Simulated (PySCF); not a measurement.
Al(F)(OH)(SMe) (CH4AlFOS), SMILES C[S][Al]([OH])[F]. Atoms are numbered in the order given.

```xyz
9

Al     0.0128     0.8061     0.0000
F     -0.9465     2.1794     0.0000
O      1.7218     0.9039     0.0000
H      2.2088     1.7422     0.0000
S     -0.8942    -1.1639     0.0000
C      0.6428    -2.1985     0.0000
H      1.5571    -1.5771     0.0000
H      0.6315    -2.8381     0.9024
H      0.6315    -2.8381    -0.9024
```
Charge 0, spin multiplicity 1.

Geometry: PBE-D3(BJ)/def2-SVP. One conformer was computed; it need not be the lowest.

Calculation: PBE/def2-TZVP run with PySCF.

Symmetry labels are those of the subgroup Cs that the program uses (full group Cs).

Computed valence orbital energies around the gap with their symmetry:
```
orbital  symmetry  energy (eV)
-------  --------  -----------
HOMO−7         A"       -10.46
HOMO−6         A'        -9.58
HOMO−5         A"        -9.47
HOMO−4         A'        -9.11
HOMO−3         A'        -8.29
HOMO−2         A"        -7.89
HOMO−1         A'        -7.32
HOMO           A"        -6.09
LUMO           A'        -1.63
LUMO+1         A'        -0.75
LUMO+2         A"        -0.65
LUMO+3         A'         0.63
```
